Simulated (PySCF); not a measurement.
C₄H₃B, SMILES C#CBC#C. Atoms are numbered in the order given.

```xyz
8

B      0.0000     0.0000    -0.8477
C      0.0000     1.3227    -0.1085
C      0.0000     2.3974     0.4695
H      0.0000     3.3430     0.9805
C      0.0000    -1.3227    -0.1085
C      0.0000    -2.3974     0.4695
H      0.0000    -3.3430     0.9805
H      0.0000     0.0000    -2.0548
```

Geometry optimised at B3LYP-D3(BJ)/def2-SVP.

Calculation: B3LYP-D3(BJ)/def2-SVP in PySCF.

No scaling factor is applied to the harmonic values.

```tsv
mode	ν (cm⁻¹)	IR (km/mol)	Raman (Å⁴/amu)	depolarisation	moving atoms (share of kinetic energy)
1	125	2.5	16.7	0.72	C 67 %, H 18 %, B 15 %
2	271	6.0	0.1	0.75	C 56 %, H 41 %
3	286	0.0	13.4	0.75	C 84 %, H 16 %
4	319	0.6	7.0	0.75	C 82 %, H 18 %
5	520	8.9	4.9	0.73	C 90 %, H 8 %
6	674	20.4	1.1	0.75	H 76 %, C 24 %
7	676	68.2	2.3	0.73	H 74 %, C 26 %
8	796	55.0	0.0	–	H 75 %, C 24 %
9	797	0.0	5.8	0.75	H 73 %, C 27 %
10	835	30.5	2.4	0.75	H 47 %, B 39 %, C 13 %
11	849	25.8	9.3	0.11	B 57 %, C 35 %
12	946	13.5	2.3	0.75	H 69 %, C 18 %, B 13 %
13	1206	224.6	0.1	0.75	B 63 %, H 25 %, C 12 %
14	2152	21.5	420.4	0.22	C 90 %, H 9 %
15	2158	215.8	71.9	0.75	C 89 %, H 9 %
16	2602	104.6	177.6	0.16	H 91 %, B 9 %
17	3458	71.7	22.2	0.70	H 86 %, C 14 %
18	3458	19.2	61.1	0.15	H 86 %, C 14 %
```
